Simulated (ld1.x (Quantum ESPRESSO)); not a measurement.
**La: excitation energies, all-electron against TM**

```
Element                 : La (Z = 57)
Generator               : ld1.x (Quantum ESPRESSO) 7.5
Type                    : norm-conserving Troullier–Martins (Kleinman–Bylander form)
Functional              : PBE
Relativity              : scalar-relativistic
Frozen core             : [Xe]
Valence charge          : 3
Reference configuration : 4f0 5d1 6s2 6p0
Partial waves           : 6s (bound): rc 3.85 bohr; 6p (bound, empty): rc 2.25 bohr; 5d (bound): rc 3.15 bohr; 4f (bound, empty): rc 1.95 bohr
Local potential         : the f channel
Core correction         : a·sin(br)/r model core, default radius (core density twice the valence density)
```

Energies are relative to the spin-unpolarised reference configuration 4f0 5d1 6s2 6p0; without spin polarisation the order of configurations can differ from experiment. Not all tests gave a result: 2 of 7 tests not solved or not reliable. Left out of the table: 4f0 5d0 6s2 6p1 (solver errors, printed error -2.0 eV); 4f0 5d1 6s1 6p1 (solver errors, printed error -1.7 eV).

```json
{"valence configuration": "4f0 5d1 6s1 6p0", "charge": "+1", "ΔE all-electron (eV)": "5.966", "error AE − PS (meV)": "-3.5"}
{"valence configuration": "4f0 5d1 6s1.5 6p0", "charge": "+0.5", "ΔE all-electron (eV)": "2.399", "error AE − PS (meV)": "-0.7"}
{"valence configuration": "4f1 5d1 6s0 6p0", "charge": "+1", "ΔE all-electron (eV)": "6.929", "error AE − PS (meV)": "-404"}
{"valence configuration": "4f0 5d0 6s2 6p0", "charge": "+1", "ΔE all-electron (eV)": "6.385", "error AE − PS (meV)": "-68"}
```

Question: What are ΔE and the potential's error for 4f0 5d1 6s0 6p0?

Answer: ΔE = 16.854 eV all-electron; the error (AE − PS) is -41 meV.

Levels in the configuration 4f0 5d1 6s0 6p0:

```json
{"level": "5d", "all-electron (eV)": "-14.698", "pseudo (eV)": "-14.769"}
```

Note: ghost states, extra bound levels that the all-electron valence spectrum of the same l lacks: s at -371.8 eV, p at -273.6 eV, s at -102.8 eV, p at -32.9 eV, p at -2.60 eV. A true bound ghost makes a file unfit for plane-wave use.
